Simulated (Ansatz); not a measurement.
CH7BGeO can be A, `B[CH](O)[GeH3]`, or B, `BO[CH2][GeH3]`.

Gas-phase electronic energies from Ansatz, PBE0-D4/def2-TZVP geometries. CCSD(T)/CBS is the MP2 limit (def2-TZVPP, def2-QZVPP) plus CCSD(T) − MP2 in def2-TZVPP, frozen cores. DFT in def2-TZVPP. B3LYP here is the variant with VWN-RPA as its local correlation; programs differ in this. For Ge outer-core shells are correlated without core-valence functions, which leaves a few kJ/mol of doubt a bond. Scalar relativity is left out up to krypton. One conformer a species, not always the lowest.

Task: Which isomer does CCSD(T)/CBS put lower? Give the gap. (An estimate is asked.)

Result: The calculation gave: B, by 127.1 kJ/mol.

Task: Give E(B) − E(A) in kJ/mol with B2PLYP, r2SCAN-D4, HF/def2-TZVPP, MP2/def2-TZVPP, B3LYP-D4, PBE-D4, CCSD/def2-TZVPP. (Estimate.)

Result: Ansatz gave: B2PLYP -132.7, r2SCAN-D4 -115.8, HF/def2-TZVPP -160.1, MP2/def2-TZVPP -127.2, B3LYP-D4 -129.0, PBE-D4 -107.4, CCSD/def2-TZVPP -134.0. None reverses the order clearly.

Largest T1 diagnostic: 0.013.

In def2-TZVPP, CCSD(T) changes the Hartree–Fock value by +31.2 kJ/mol (the triples alone add +5.1 kJ/mol) and MP2 by +32.9 kJ/mol. From PBE to PBE0 (25 % exact exchange), in def2-TZVPP and without D4, E(B) − E(A) moves by −6.8 kJ/mol.
